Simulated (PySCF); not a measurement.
In(H)(OMe)2 (C2H7InO2), SMILES C[O][InH][O]C. Atoms are numbered in the order given.

```xyz
12

In    -0.4570     0.0639     0.3958
H     -1.4640    -0.0578     1.7580
O      1.3015    -0.8477     0.0922
C      1.9414    -1.6969     1.0038
H      1.3569    -1.9105     1.9239
H      2.1638    -2.6743     0.5322
H      2.9092    -1.2675     1.3312
O     -0.7982     1.1459    -1.2391
C      0.1120     1.1686    -2.3153
H      1.0109     0.5453    -2.1509
H     -0.3815     0.8109    -3.2397
H      0.4508     2.2054    -2.5054
```
Charge 0, spin multiplicity 1.

The structure is a stationary point at r2SCAN-D4/def2-SVP. The structure was generated by enumeration; whether it is a known compound was not checked. The def2 effective core potentials stand for the cores of In; spin–orbit coupling is left out. Other conformers were not sampled.

The numbers are results of r2SCAN-D4/def2-SVP run with PySCF, not measurements.

Frequencies are harmonic and unscaled.

| mode | ν (cm⁻¹) | IR (km/mol) | moving atoms (share of kinetic energy) |
|---|---|---|---|
| 1 | 13 | 1.8 | H 79 %, O 18 % |
| 2 | 58 | 1.2 | H 81 %, O 17 % |
| 3 | 77 | 2.6 | C 53 %, H 22 %, In 14 %, O 10 % |
| 4 | 83 | 5.0 | H 42 %, O 39 %, C 18 % |
| 5 | 117 | 12.5 | O 51 %, H 32 %, C 13 % |
| 6 | 183 | 0.8 | C 38 %, H 30 %, O 30 % |
| 7 | 251 | 18.0 | O 40 %, C 29 %, H 16 %, In 14 % |
| 8 | 376 | 31.0 | H 94 % |
| 9 | 399 | 142.7 | H 86 % |
| 10 | 525 | 22.1 | O 67 %, In 11 %, C 11 %, H 11 % |
| 11 | 546 | 49.7 | O 67 %, In 14 %, C 11 %, H 8 % |
| 12 | 1102 | 253.0 | O 49 %, C 45 % |
| 13 | 1123 | 183.1 | O 46 %, C 42 %, H 11 % |
| 14 | 1167 | 0.0 | H 77 %, C 19 % |
| 15 | 1170 | 0.4 | H 77 %, C 19 % |
| 16 | 1189 | 19.5 | H 66 %, C 21 %, O 13 % |
| 17 | 1192 | 1.3 | H 72 %, C 19 %, O 9 % |
| 18 | 1463 | 0.2 | H 96 % |
| 19 | 1466 | 37.5 | H 89 %, C 10 % |
| 20 | 1471 | 30.3 | H 90 %, C 9 % |
| 21 | 1472 | 0.7 | H 96 % |
| 22 | 1474 | 13.3 | H 96 % |
| 23 | 1478 | 15.7 | H 95 % |
| 24 | 1852 | 103.9 | H 99 % |
| 25 | 2940 | 159.2 | H 97 % |
| 26 | 2968 | 127.6 | H 98 % |
| 27 | 3016 | 71.6 | H 91 %, C 9 % |
| 28 | 3037 | 51.9 | H 90 %, C 10 % |
| 29 | 3047 | 54.3 | H 90 %, C 10 % |
| 30 | 3064 | 27.0 | H 90 %, C 10 % |
